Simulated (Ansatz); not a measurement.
Species: C9H6BNS, SMILES `Bc1cc(C#N)c2ccsc2c1` (charge 0, multiplicity 1).

Give a relaxed geometry from Ansatz (a quantum-chemistry and plane-wave program) with r2SCAN-D4/def2-SVP.

This is not unique; one that fits is the end point of this relaxation, one of several conformers (outside a Z-matrix the atoms follow the SMILES, hydrogens last).
Cartesian coordinates (Å) in one orientation:
```xyz
18

B      3.120     0.313    -1.076
C      1.667     0.169    -0.582
C      1.383    -0.153     0.772
C      0.076    -0.289     1.242
C     -0.191    -0.615     2.607
N     -0.433    -0.879     3.716
C     -1.013    -0.100     0.344
C     -2.417    -0.186     0.590
C     -3.154     0.064    -0.538
S     -2.191     0.410    -1.935
C     -0.721     0.223    -1.011
C      0.588     0.356    -1.472
H      4.040     0.152    -0.309
H      3.338     0.589    -2.232
H      2.213    -0.300     1.468
H     -2.851    -0.422     1.564
H     -4.241     0.064    -0.629
H      0.787     0.605    -2.518
```
